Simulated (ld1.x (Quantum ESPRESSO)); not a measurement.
# Configuration tests for gallium (TM)

- Element: Ga
- Generator: ld1.x (Quantum ESPRESSO) 7.5
- Type: norm-conserving Troullier–Martins (Kleinman–Bylander form)
- Functional: PBEsol
- Relativity: scalar-relativistic
- Frozen core: [Ar]
- Valence charge: 13
- Reference configuration: 3d10 4s2 4p0 (charge +1)
- Partial waves: 4s (bound): rc 1.35 bohr; 4p (bound, empty): rc 2.00 bohr; 3d (bound): rc 0.60 bohr
- Local potential: the d channel
- Core correction: none

Energies are relative to the spin-unpolarised reference configuration 3d10 4s2 4p0; without spin polarisation the order of configurations can differ from experiment.

Problem. Give the all-electron excitation energy and the error of the potential for: 3d10 4s2 4p1; 3d10 4s1 4p0; 3d10 4s0 4p0; 3d10 4s1 4p2; 3d9 4s2 4p1; 3d10 4s2 4p1.3; 3d10 4s1 4p1.

Solution.

```csv
valence configuration,charge,ΔE all-electron (eV),error AE − PS (meV)
3d10 4s2 4p1,0,-5.679,-6.7
3d10 4s1 4p0,+2,21.136,-19
3d10 4s0 4p0,+3,52.257,+47
3d10 4s1 4p2,0,0.872,-0.1
3d9 4s2 4p1,+1,22.031,-2347
3d10 4s2 4p1.3,-0.3,-6.210,-8.6
3d10 4s1 4p1,+1,7.405,-1.4
```

Levels in the configuration 3d9 4s2 4p1:

```tsv
level	all-electron (eV)	pseudo (eV)
3d	-36.933	-48.716
4s	-19.356	-28.478
4p	-11.128	-13.485
```

These tests converged, but a pseudo level misses the all-electron one widely, so the file describes the atom poorly there or has found another state: 3d9 4s2 4p1: 3d by 11.8 eV (a node warning on the way). ld1.x printed “convergence not achieved” for 6 of the counted tests; their residual had stalled under 1e-8, short of the target of 1e-14.

Note: ghost states, extra bound levels that the all-electron valence spectrum of the same l lacks: s at -750.0 eV, p at -437.4 eV, s at -22.1 eV. A true bound ghost makes a file unfit for plane-wave use.
